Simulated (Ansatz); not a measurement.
`[O]=[Mo](=[O])([OH])[F]` and `[O]=[Mo](=[O])([OH])[OH]` differ in one atom or group.

Ansatz, PBE0-D4/def2-TZVP geometries, multiplicity 1. Each molecule was computed in one conformer, which needn't be the lowest.

Elements past krypton have def2 core potentials.

| property | `[O]=[Mo](=[O])([OH])[F]` |
| --- | --- |
| HOMO–LUMO gap (ωB97M-V/def2-TZVPP) / eV | 11.55 |
| HOMO–LUMO gap (PBE/def2-TZVPP) / eV | 4.57 |
| LUMO energy (ωB97M-V/def2-TZVPP) / eV | -0.43 |
| HOMO–LUMO gap (B3LYP/def2-TZVPP) / eV | 6.44 |
| LUMO energy (B3LYP/def2-TZVPP) / eV | -2.91 |
| HOMO energy (B3LYP/def2-TZVPP) / eV | -9.35 |

Give the same properties after the change, and the shifts. (Estimate.)

The calculation gave: 
```json
{"property": "HOMO–LUMO gap (ωB97M-V/def2-TZVPP) / eV", "`[O]=[Mo](=[O])([OH])[OH]`": "11.61", "shift": "0.06"}
{"property": "HOMO–LUMO gap (PBE/def2-TZVPP) / eV", "`[O]=[Mo](=[O])([OH])[OH]`": "4.62", "shift": "0.05"}
{"property": "LUMO energy (ωB97M-V/def2-TZVPP) / eV", "`[O]=[Mo](=[O])([OH])[OH]`": "0.03", "shift": "0.46"}
{"property": "HOMO–LUMO gap (B3LYP/def2-TZVPP) / eV", "`[O]=[Mo](=[O])([OH])[OH]`": "6.52", "shift": "0.08"}
{"property": "LUMO energy (B3LYP/def2-TZVPP) / eV", "`[O]=[Mo](=[O])([OH])[OH]`": "-2.41", "shift": "0.50"}
{"property": "HOMO energy (B3LYP/def2-TZVPP) / eV", "`[O]=[Mo](=[O])([OH])[OH]`": "-8.93", "shift": "0.42"}
```

With PBE0 the HOMO rises by 0.41 eV and the LUMO rises by 0.49 eV, so the gap widens by about 0.08 eV. PBE moves the HOMO by 0.40 eV and ωB97M-V by 0.41 eV. The zero-point energy changes by 28.6 kJ/mol with +3 modes.

B3LYP here is the variant with VWN-RPA as its local correlation; programs differ in this.
